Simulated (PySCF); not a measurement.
`O=CC1=C[C@](F)([SiH2]F)O1`. Structure optimised with GFN2-xTB, isolated species.

```
atom  x, y, z in Å
O1     3.2043   -1.0777   -0.3783
C2     2.5198   -0.1453   -0.0455
C3     1.1040   -0.2329    0.2673
C4     0.1042   -1.1446    0.2428
C5    -0.8171   -0.0177    0.5693
F6    -1.5273   -0.0741    1.7249
Si7   -1.8674    0.6799   -0.8878
F8    -0.8520    0.6438   -2.1276
O9     0.3322    0.8465    0.6787
H10    2.9206    0.8790    0.0622
H11   -0.0140   -2.1780    0.0053
H12   -2.1678    2.0684   -0.6088
H13   -2.9438   -0.2468   -1.1848
```

Q: Which two atoms are farthest apart?

A: O1···H13, 6.26 Å; the next longest distance is 6.23 Å.

Q: Work out the bond lengths C2–C3, C2–H10, C3=C4, C3–O9, C5–F6 in Å.

A: For C2–C3 the difference vector is (-1.4158, -0.0876, 0.3128) Å, of length 1.4526 Å. C2–C3 1.453; C2–H10 1.105; C3=C4 1.353; C3–O9 1.389; C5–F6 1.358 Å.

Q: How far apart are these pairs, which share no bond: O1···F6, O1···H10, Si7···H10, F8···H11?

A: O1···F6 5.274 Å (5 bonds apart); O1···H10 2.026 Å (2 bonds apart); Si7···H10 4.885 Å (5 bonds apart); F8···H11 3.635 Å (4 bonds apart).

Q: What are the angles O1–C2–H10, C4–C3–O9, C5–C4–H11, F6–C5–O9, C4–C5–Si7, F8–Si7–H13, H12–Si7–H13, C5–Si7–H13?

A: From the scalar product of the two bond vectors; for O1–C2–H10 it is -0.7166 Å² over 1.2036 × 1.1052 Å², cos θ = -0.5387. O1–C2–H10 122.6°; C4–C3–O9 96.8°; C5–C4–H11 135.4°; F6–C5–O9 112.2°; C4–C5–Si7 116.4°; F8–Si7–H13 107.3°; H12–Si7–H13 119.9°; C5–Si7–H13 109.1°.

Q: Give the dihedral angles H11–C4–C5–O9, C4–C5–Si7–H12, F6–C5–Si7–H13, O9–C3–C4–C5, O1–C2–C3–O9.

A: H11–C4–C5–O9 -179° (antiperiplanar); C4–C5–Si7–H12 -153° (antiperiplanar); F6–C5–Si7–H13 -66° (synclinal); O9–C3–C4–C5 5° (synperiplanar); O1–C2–C3–O9 179° (antiperiplanar). Dihedral signs follow IUPAC: positive where, seen along the central bond, the front bond turns clockwise onto the rear one.

Q: How far are the heavy atoms from their best plane (unweighted least squares)?

A: 0.518 Å rms; O1 0.34, C2 0.45, C3 0.09, C4 1.01, C5 0.09, F6 0.07, Si7 0.01, F8 0.05, O9 1.02 Å (magnitudes).

Q: Write the matrix of distances between heavy atoms (Å, lower triangle).

A: 
```
O1    0.000
C2    1.204  0.000
C3    2.354  1.453  0.000
C4    3.162  2.630  1.353  0.000
C5    4.265  3.395  1.957  1.492  0.000
F6    5.274  4.418  3.012  2.450  1.358  0.000
Si7   5.392  4.543  3.316  2.914  1.927  2.741  0.000
F8    4.741  4.041  3.214  3.120  2.777  3.977  1.603  0.000
O9    3.615  2.509  1.389  2.051  1.442  2.324  2.706  3.053  0.000
```

GFN2-xTB frequencies: not computed here. One conformer, not necessarily the lowest.
